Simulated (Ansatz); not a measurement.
Geometry optimisation, Ansatz, DFT PBE, scalar-relativistic, plane waves, PAW.

The input (input.yaml):

```yaml
crystal:
  lattice:
    - [0.0, 5.43, 5.43]
    - [5.43, 0.0, 5.43]
    - [5.43, 5.43, 0.0]
  atoms:
    - { symbol: Si, position: [0.0, 0.0, 0.0] }
    - { symbol: Si, position: [0.125, 0.125, 0.125] }
    - { symbol: Si, position: [0.0, 0.0, 0.5] }
    - { symbol: Si, position: [0.125, 0.125, 0.625] }
    - { symbol: Si, position: [0.0, 0.5, 0.0] }
    - { symbol: Si, position: [0.125, 0.625, 0.125] }
    - { symbol: Si, position: [0.0, 0.5, 0.5] }
    - { symbol: Si, position: [0.125, 0.625, 0.625] }
    - { symbol: Si, position: [0.5, 0.0, 0.0] }
    - { symbol: Si, position: [0.625, 0.125, 0.125] }
    - { symbol: Si, position: [0.5, 0.0, 0.5] }
    - { symbol: Si, position: [0.625, 0.125, 0.625] }
    - { symbol: Si, position: [0.5, 0.5, 0.0] }
    - { symbol: Si, position: [0.625, 0.625, 0.125] }
    - { symbol: Si, position: [0.5, 0.5, 0.5] }
    - { symbol: Si, position: [0.625, 0.625, 0.625] }
    - { symbol: As, position: [0.81045407, 0.8192809, 0.57100221], spin: 1.0 }
magnetization:
  spin_polarized: true
basis:
  ecutwfc: 420.0
kpoints:
  mp_grid: { grid: [2, 2, 2] }
hamiltonian:
  xc: pbe
  pseudopotentials: { kind: paw, azcp: { folder: soft_1 } }
scf:
  occupations: { method: gaussian, width: 0.02 }
  lower_state_search: "off"
relax:
  f_tol: 0.03
  max_steps: 60
  adjacent_minimum: "off"
```

Run as:

```bash
$ ansatz run input.yaml --threads 2 --pin off --max-ram 5120MiB --backend cpu --events-out ev --progress --plain --runs-dir out
```

**Question.** Where does it end, and by what steps?

**Answer.** It converged. Limits of this set-up: coarse k mesh, a small cell, in which the defect meets its images. After 5 steps the energy has fallen by 1.745 eV; Si1 moved furthest, 0.45 Å.

```tsv
step	energy less start (eV)	largest force component (eV/Å)	accepted
0	0.0000	3.748	yes
1	-1.2663	1.455	yes
2	-1.6917	0.200	yes
3	-1.7327	0.218	yes
4	-1.7441	0.032	yes
5	-1.7449	0.008	yes
```

```xyz
17
Lattice="0.0000 5.4300 5.4300 5.4300 0.0000 5.4300 5.4300 5.4300 0.0000" Properties=species:S:1:pos:R:3
Si 0.261 0.259 -0.253
Si 1.448 1.445 1.385
Si 2.852 2.851 0.145
Si 4.331 4.329 1.108
Si 2.637 0.027 2.800
Si 4.053 1.444 3.990
Si 5.294 2.848 2.585
Si 6.660 4.215 4.202
Si 0.030 2.633 2.801
Si 1.445 4.049 3.990
Si 2.848 5.291 2.584
Si 4.220 6.657 4.205
Si 2.635 2.632 5.406
Si 3.821 3.817 7.045
Si 5.182 5.177 5.683
Si 6.658 6.659 6.646
As 7.474 7.468 8.826
```

Run time: 58 s on 2 threads of Arm Neoverse V1, on a shared host, peak memory 0.73 GiB.
